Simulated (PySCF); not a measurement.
Potential energy curve for MgH, doublet.

Method: CCSD(T) on UHF/cc-pVTZ, 1 core orbital frozen (PySCF).

Relative to R = 1.74 Å, what are the energies at R = 1.48, 2.00, 2.63, 2.90 Å?

13.9 mEh at 1.48 Å, 7.8 mEh at 2.00 Å, 39.1 mEh at 2.63 Å, 46.1 mEh at 2.90 Å.

The unrestricted determinant behind UCCSD(T) is spin-contaminated at 2.38 to 3.13 Å (<S²> up to 0.9, against 0.75 for a pure doublet).
